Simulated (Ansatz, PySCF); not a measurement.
Gas-phase reaction in SMILES: CO[SiH2] → CO[SiH2-] (an electron is taken up)
Structures are relaxed separately at B3LYP-D3(BJ)/def2-TZVP in Ansatz (a program for electronic structure), one conformer each, not searched for the lowest. Frequencies are from Ansatz or PySCF.

Wanted: adiabatic electron affinity (0 K, with B3LYP-D3(BJ) harmonic zero-point energies), positive where the reaction releases energy, in eV. Correlated levels leave the core frozen unless marked. UHF or UKS for open shells. Spin-orbit coupling is left out. No relativistic terms. Anions need diffuse functions: aug- sets have them; def2-D sets add few; the other sets have none. CBS marks a two-point X^-3 extrapolation of the correlation energy; Hartree-Fock from the larger set.

| level | program | adiabatic electron affinity (eV) |
|---|---|---|
| HF/cc-pVTZ | Ansatz | -0.03 |
| BLYP-D3(BJ)/def2-TZVPD | Ansatz + dftd3 | 1.21 |
| BLYP/def2-TZVPD | Ansatz | 1.20 |
| r2SCAN-D3(BJ)/def2-TZVPD | Ansatz + dftd3 | 1.12 |
| BHLYP-D4/def2-TZVPD | Ansatz + dftd4 | 1.09 |
| HSE06/def2-TZVPD | Ansatz | 1.18 |
| CAM-B3LYP-D3(BJ)/def2-TZVPD | Ansatz + dftd3 | 1.24 |

Estimate the value at CCSD(T)/CBS(aug-cc-pV(T+d)Z,aug-cc-pV(Q+d)Z) as computed with Ansatz.

1.32 eV, so CAM-B3LYP-D3(BJ)/def2-TZVPD differs from it by -0.08 eV.
